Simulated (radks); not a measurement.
Q: The ytterbium ion Yb+, [Xe] 4f14 6s1. Method: non-relativistic Kohn-Sham, PBE, spin-polarised, spherical densities, point nucleus; computed with a radial shooting solver on a logarithmic mesh with Libxc functionals. Every spin shell is full or empty, so the densities are truly spherical. Functionals are evaluated on that one density, not self-consistently. Rank these exchange functionals by their error against the exact value of the orbitals, and give that value: LDA, RPBE, PW91, PW86, OPTX, AM05, APBE, SCAN, MS2.

A: Exact: -275.707 hartree. From best to worst, with 100 (|E| - |E exact|)/|E exact| (equal figures are ties): PW86 -0.05, RPBE +0.05, SCAN +0.29, PW91 +0.32, MS2 -0.40, APBE +0.55, OPTX +2.00, AM05 -3.57, LDA -3.80.
